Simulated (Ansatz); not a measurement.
HfO2⁻. Charge -1, multiplicity 2. Geometry B3LYP-D4/def2-TZVP, that of the neutral singlet; atoms count from 1.

```xyz
3

Hf    0.2675   -0.5983   -0.2526
O    -1.4232   -0.0416   -0.4324
O     1.1557    0.6399    0.6850
```

In the def2 sets Hf takes a core potential; there is no spin–orbit coupling. The structure comes from a short search, and lower isomers may exist.

Question: Estimate the Mulliken populations from the PBE0/def2-TZVPD orbitals of Ansatz.

Answer: 
```
atom  charge (e)  spin (α − β)  d electrons
 Hf1        0.43          1.26         2.06
  O2       -0.72         -0.13            –
  O3       -0.72         -0.13            –
```
Mulliken values and Mayer orders depend strongly on the basis. With diffuse functions, as here, like atoms can get unlike values, and bond orders can come out too low or too high.

Question: Where does the spin sit?

Answer: Summed by element: Hf 1.26, O -0.26, of 1 unpaired in all. Largest on single atoms: Hf1 1.26, O2 -0.13, O3 -0.13.

Question: And the Mayer bond orders between bonded heavy atoms (over 0.3)?

Answer: Hf1–O2 1.64 (1.79 Å); Hf1–O3 1.64 (1.79 Å).
